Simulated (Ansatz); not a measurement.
The cluster Ru₂H⁻, relaxed as a singlet with RKS r2SCAN-D4/def2-TZVPD in Ansatz, starting from the GFN1-xTB geometry. Force threshold 0.02 eV/Å.

In the def2 sets Ru takes a core potential; there is no spin–orbit coupling. The highest occupied level of the charge -1 singlet lies above zero (up to 1.53 eV). The electron is either unbound and held by the finite basis, or the level is raised by self-interaction error. No other spin state of charge -1 was run. The structure comes from a short search, and lower isomers may exist.

Start:

Cartesian coordinates in Å:
```
Ru 0.400 0.492 -1.081
Ru 0.180 0.068 1.237
H -0.580 -0.560 -0.157
```

```csv
step,energy (eV),largest force component (eV/Å),SCF passes
1,-5179.0972,2.291,119
2,-5179.5743,0.035,90
3,-5179.5743,0.011,83
4,-5179.5767,0.073,76
5,-5179.5837,0.166,73
6,-5179.6134,0.396,77
7,-5179.7452,0.907,86
8,-5180.1134,0.990,81
9,-5180.4779,0.742,285
10,-5180.6153,0.063,215
11,-5180.6156,0.041,83
12,-5180.6157,0.008,84
```

Force components are those of the run's own axes.

End:

Cartesian coordinates in Å:
```
Ru 0.8996 0.9792 -1.0015
Ru 0.1375 0.0813 0.6163
H -1.0372 -1.0605 0.3852
```

Bonds lost: Ru1–H3 (atoms count from 1). The end is the same structure that another start reached, the lowest one found.

The force fell under the threshold at step 3, but the optimiser went on and released 1.041 eV more. No frequencies were taken in this run, so the end may be a saddle point.

Run time 41 s (4 threads of Arm Neoverse V2 on a shared host).
